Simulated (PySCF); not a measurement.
## SrCl at PBE0

Computed with PBE0; basis Sr x2c-TZVPall, Cl x2c-TZVPall; spin-free X2C with a Gaussian nucleus; PySCF 2.14.

* state: ²Π (doublet), unpaired electrons π ↑, a second solution, started from another occupation
* bond length: 4.818 bohr
* harmonic wavenumber: 311 cm⁻¹
* force constant: 1.42 mdyn/Å
* rotational constant Be: 0.1037 cm⁻¹
* anharmonicity ωexe: 1.05 cm⁻¹
* vibration–rotation constant αe: 0.000472 cm⁻¹
* energy of the minimum from ground-state Sr + Cl: -2.75 eV
* bond order (Mayer): 0.78
* dipole moment (positive dipole means Sr(−)Cl(+)): -3.32 D

Spin–orbit coupling is left out. Counting both spins, an empty level lies below a filled one in this solution, because spin and occupation are held.
